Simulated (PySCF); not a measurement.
UHF on Br²⁺ (bromine, charge +2)

Configuration: [Ar] 3d10 4s2 4p3, high-spin 4S determinant. Computed with PySCF 2.14 in x2c-TZVPall (6s5p4d1f, 48 functions), with scalar relativity by spin-free X2C-1e.

| Quantity | Value |
| --- | --- |
| Total energy | -2603.276631 hartree |
| One-electron energy | -3592.7325 hartree |
| Hartree (Coulomb) energy | 1080.0778 hartree |
| Exchange energy | -90.6219 hartree |
| ⟨S²⟩ | 3.7506 |
| ⟨L²⟩ | 0.000 |
| Sum of ⟨r⟩ | 20.56 bohr |
| Sum of ⟨r²⟩ | 25.11 bohr² |
| Langevin diamagnetic susceptibility | -19.9 ×10⁻⁶ cm³/mol |
| Time after the integrals | 0.11 s of wall time on 1 thread of Neoverse-V2 (shared host) |

| shell | electrons | mean orbital energy (hartree) | rms radius, mean of both spins (bohr) |
| --- | --- | --- | --- |
| 1s α | 1 | -499.11748 | 0.0492 |
| 1s β | 1 | -499.10144 | 0.0492 |
| 2s α | 1 | -67.98374 | 0.205 |
| 2s β | 1 | -67.97520 | 0.205 |
| 2p α | 3 | -59.88585 | 0.183 |
| 2p β | 3 | -59.86783 | 0.183 |
| 3s α | 1 | -11.08753 | 0.587 |
| 3s β | 1 | -11.05703 | 0.587 |
| 3p α | 3 | -8.44161 | 0.607 |
| 3p β | 3 | -8.40091 | 0.607 |
| 3d α | 5 | -4.03902 | 0.649 |
| 3d β | 5 | -4.01829 | 0.649 |
| 4s α | 1 | -1.94642 | 1.73 |
| 4s β | 1 | -1.59414 | 1.73 |
| 4p α | 3 | -1.29419 | 1.98 |

Densities and radii are taken from the X2C orbitals without a picture-change correction, which distorts them close to the nucleus.
